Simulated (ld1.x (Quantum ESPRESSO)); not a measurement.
**Configuration tests for hafnium (TM)**

- Element: Hf (Z = 72)
- Generator: ld1.x (Quantum ESPRESSO) 7.5
- Type: norm-conserving Troullier–Martins (Kleinman–Bylander form)
- Functional: LDA (PZ)
- Relativity: scalar-relativistic
- Frozen core: [Kr] 4d10
- Valence charge: 26
- Reference configuration: 4f14 5s2 5p6 5d2 6s2 6p0
- Partial waves: 5p (bound): rc 2.15 bohr; 5d (bound): rc 2.50 bohr; 4f (bound): rc 0.80 bohr; 5s (bound): rc 1.05 bohr
- Local potential: the s channel
- Core correction: none

Occupied shells without a wave of their own: 6s. They enter only through the test configuration that unscreens the potential.

Energies are relative to the spin-unpolarised reference configuration 4f14 5s2 5p6 5d2 6s2 6p0; without spin polarisation the order of configurations can differ from experiment. Not all tests gave a result: 6 of 9 tests not solved or not reliable.

| valence configuration | charge | ΔE all-electron (eV) | error AE − PS (meV) |
| --- | --- | --- | --- |
| 4f14 5s2 5p6 5d1 6s0 6p0 | +3 | 44.802 | -265 |
| 4f13 5s2 5p6 5d3 6s2 6p0 | 0 | 17.561 | -348 |
| 4f14 5s2 5p6 5d2 6s1.5 6p0 | +0.5 | 3.349 | -34 |

Levels in the configuration 4f13 5s2 5p6 5d3 6s2 6p0:

```
level  all-electron (eV)  pseudo (eV)
   4f            -24.853      -25.649
   5s            -71.230      -71.158
   5p            -38.788      -38.947
   5d             -3.900       -3.826
   6s             -5.513       -5.615
```

The 6s level has no wave, so the channel is fitted at the deeper level alone: the likely source of the large errors.

A Bessel basis up to 400 Ry misses an occupied level by 0.05 Ry, so cutoffs and ghosts were not judged.
